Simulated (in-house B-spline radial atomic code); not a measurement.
Atomic self-consistent-field run: Co³⁺. Level of theory: scalar-relativistic (X2C) Hartree-Fock with fractional occupations, spin-polarised, spherical fractional occupations, Fermi nucleus of rms radius 3.7875 fm; calculated with an all-electron radial atomic-structure program (B-spline basis).

Command:
```bash
python run_scf.py task.json out
```
Settings (nuclear radius in fm, mass in u):
```
Z                27
configuration    [Ar] 3d6
hamiltonian      x2c
method           hf,
spin_polarised   True
nucleus          fermi
rms_radius       3.7875
atomic_mass      58.93319
speed_of_light   137.035999084
```

Output (hartree, bohr):
```
 radial grid: 68 intervals, B-splines of order 8, outer radius 18.6486 bohr

 iter        energy (Eh)    residual
    1       -1375.025462    6.35e-01
    2       -1384.605442    5.30e-01
    3       -1389.161149    1.39e-01
    4       -1389.568556    3.13e-02
    5       -1389.584600    2.03e-02
    6       -1389.593565    1.56e-03
    7       -1389.593601    1.18e-04
    8       -1389.593602    3.34e-05
    9       -1389.593602    1.17e-05
   10       -1389.593602    6.78e-07
   11       -1389.593602    7.19e-08

 total energy                     -1389.59360
 kinetic                            1411.2533
 electron-nucleus                  -3300.5578
 Hartree                             557.1953
 exact exchange                      -57.4844

 orbital      occ     eigenvalue          <r>       <r^2>       <1/r>       r_max
 1s up      1.000      -287.2752    0.0558339  0.00420574     27.4294     0.03643
 1s down    1.000      -287.2753    0.0558327  0.00420548     27.4297     0.03643
 2s up      1.000       -37.0465     0.254265   0.0763934     5.89916      0.2125
 2s down    1.000       -36.8908     0.253445   0.0758299     5.91709      0.2123
 2p up      3.000       -31.8149     0.224929   0.0621487     5.70561      0.1722
 2p down    3.000       -31.6616     0.223795   0.0614023      5.7258      0.1718
 3s up      1.000        -6.2654     0.764943    0.673008     1.85257      0.6666
 3s down    1.000        -5.8545     0.770051    0.682654     1.83401      0.6672
 3p up      3.000        -4.7002     0.800221    0.749848     1.71065      0.6769
 3p down    3.000        -4.2064     0.811922    0.773636     1.67998      0.6793
 3d up      5.000        -2.1828     0.906459     1.02081     1.41174      0.6562
 3d down    1.000        -1.2118       1.0968     1.56492     1.22872      0.7089

 Slater integrals (Eh)
   F0(3p up,3p up)               1.128252
   F2(3p up,3p up)               0.567574
   F0(3p up,3p down)             1.120438
   F2(3p up,3p down)             0.563549
   F0(3p up,3d up)               1.064011
   F2(3p up,3d up)               0.511173
   G1(3p up,3d up)               0.631225
   G3(3p up,3d up)               0.385953
   F0(3p up,3d down)             0.965840
   F2(3p up,3d down)             0.446158
   F0(3p down,3p down)           1.112778
   F2(3p down,3p down)           0.559675
   F0(3p down,3d up)             1.057283
   F2(3p down,3d up)             0.508377
   F0(3p down,3d down)           0.960471
   F2(3p down,3d down)           0.444645
   G1(3p down,3d down)           0.549430
   G3(3p down,3d down)           0.330335
   F0(3d up,3d up)               1.012969
   F2(3d up,3d up)               0.479197
   F4(3d up,3d up)               0.300256
   F0(3d up,3d down)             0.923446
   F2(3d up,3d down)             0.423029
   F4(3d up,3d down)             0.262348
   (list cut)
```

Run time, properties included: 0.33 s on 1 thread of Arm Neoverse V2, with other jobs on the host.

Caution: exact exchange at fractional occupations of open shells leaves self-interaction of up to several eV.

One-electron X2C: radii and densities carry no picture-change correction, so inner-shell <1/r> comes out high (for 1s by about 2 % at Z = 33, 5 % at 54, 10 % at 75, 30 % at 118) and <r> low.
